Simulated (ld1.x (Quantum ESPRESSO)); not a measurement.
Configuration tests for lithium (Li) (TM semilocal)

| Property | Result |
| --- | --- |
| Element | lithium |
| Generator | ld1.x (Quantum ESPRESSO) 7.5 |
| Type | norm-conserving Troullier–Martins (semilocal form) |
| Functional | PBEsol |
| Relativity | scalar-relativistic |
| Frozen core | none |
| Valence charge | 3 |
| Reference configuration | 1s2 2s0.5 2p0 (charge +0.5) |
| Partial waves | 1s (bound): rc 0.45 bohr; 3d channel at 0.15 Ry: rc 3.70 bohr; 2p (bound, empty): rc 4.20 bohr |
| Local potential | the p channel |
| Core correction | none |

Occupied shells without a wave of their own: 2s. They enter only through the test configuration that unscreens the potential.

Energies are relative to the spin-unpolarised reference configuration 1s2 2s0.5 2p0; without spin polarisation the order of configurations can differ from experiment.

(1) Give the all-electron excitation energy and the error of the potential for: 1s2 2s1 2p0; 1s2 2s0 2p0; 1s2 2s0 2p1; 1s1 2s1 2p0.

Levels in the configuration 1s2 2s1 2p0:

```csv
level,all-electron (eV),pseudo (eV)
1s,-51.373,-51.377
2s,-2.822,-2.821
```

## Answers

(1)

```csv
valence configuration,charge,ΔE all-electron (eV),error AE − PS (meV)
1s2 2s1 2p0,0,-2.013,-0.7
1s2 2s0 2p0,+1,3.174,+1.2
1s2 2s0 2p1,0,-0.252,-1.0
1s1 2s1 2p0,+1,65.764,+13
```
